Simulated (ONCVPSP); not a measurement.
erbium (Er): ONCV pseudisation with LDA (Perdew-Wang 92), scalar-relativistic reference atom.

* Element: Er
* Generator: ONCVPSP 4.0.1
* Type: optimised norm-conserving Vanderbilt (ONCV)
* Functional: LDA (Perdew-Wang 92)
* Relativity: scalar-relativistic
* Frozen core: [Kr] 4d10
* Valence charge: 22
* Reference configuration: 4f12 5s2 5p6 6s0.5 (charge +1.5)
* Partial waves: 5s+6s: rc 1.80 bohr, ncon 4, nbas 8, qcut 7.4 1/bohr, 2 projectors; 5p: rc 1.55 bohr, ncon 4, nbas 8, qcut 5.3 1/bohr, 2 projectors, debl 3.2 Ha; d scattering state at 0.02 Ha: rc 1.35 bohr, ncon 4, nbas 7, qcut 6.9 1/bohr, 1 projector; 4f: rc 0.80 bohr, ncon 4, nbas 8, qcut 18.2 1/bohr, 2 projectors, debl 0.6 Ha
* Local potential: polynomial inside 0.60 bohr (lpopt 5, dvloc0 0 Ha)
* Core correction: Teter function fitted to the true core (icmod 2), fcfact 0.75

In the d channel the program set the typed energies aside and used 0.050 Ha.

All-electron outer shells of the reference configuration (LDA (PZ), scalar-relativistic, ld1.x):

| shell | level (eV) | outermost node (bohr) | outermost maximum (bohr) |
| --- | --- | --- | --- |
| 5s | -62.56 | 0.60 | 1.11 |
| 5p | -37.02 | 0.65 | 1.28 |
| 4f | -13.78 | – | 0.51 |
| 6s | -12.19 | 1.50 | 3.02 |

Calculated quality:

* Cutoffs needed: 166 Ha and 405 Ha (the cutoffs (Ha) at which the residual kinetic energy of the hardest occupied pseudo-wave falls to 1 and 0.1 mHa per electron)
* Ghost test: ghosts flagged at negative energy: s at -1040.2 eV, p at -322.6 eV, d at -86.6 eV; GHOST(+) flagged for s at 137.4 eV; a true bound ghost makes a file unfit for plane-wave use
* Configuration tests: tests left out (the all-electron energies of this program are off by 10 to 40 meV for near-neutral 4f atoms)
* rms error of d²Exc/dni dnj: 5.79 mHa without and 1.05 mHa with the model core

Generation and tests took about 4.5 s on one core of a shared server CPU.
